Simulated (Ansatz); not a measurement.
Frontier orbitals of CH4AlGa, SMILES `[CH2]1[AlH][GaH]1`.

```
atom   x (Å)   y (Å)   z (Å)
  C1  -0.045  -0.240  -0.785
 Al2  -1.264  -0.142   0.678
 Ga3   1.039   0.488   0.852
  H4   0.620  -1.127  -0.680
  H5  -0.124  -0.015  -1.849
  H6  -2.796   0.181   0.940
  H7   2.569   0.855   0.843
```

The species carries charge 0 and has multiplicity 1. Correlated methods include outer-core shells of Ga, which these sets cover unevenly. Scalar relativity is left out up to krypton. All single points use the PBE0-D4/def2-TZVP geometry. Basis def2-TZVPP, the Gaussian-basis code of Ansatz.

```csv
functional,HOMO (eV),LUMO (eV),gap (eV)
PBE,-4.91,-2.91,2.00
PBE0,-5.77,-2.16,3.61
BHLYP,-6.53,-1.34,5.19
CAM-B3LYP,-6.91,-1.17,5.74
ωB97M-V,-7.67,-0.41,7.26
```

Task: What is the vertical ionisation energy at frozen-core CCSD(T)/def2-TZVPP? (Estimate.)

Result: The calculation gave: 7.77 eV (T1 of the cation 0.027).

From PBE to PBE0 the HOMO moves by −0.87 eV and the LUMO by +0.75 eV, and with ωB97M-V by −2.76 and +2.50 eV, so the gap grows from 2.00 to 7.26 eV with exact exchange. −ε(HOMO) differs from that ionisation energy by −2.87 eV with PBE and −0.11 eV with ωB97M-V.
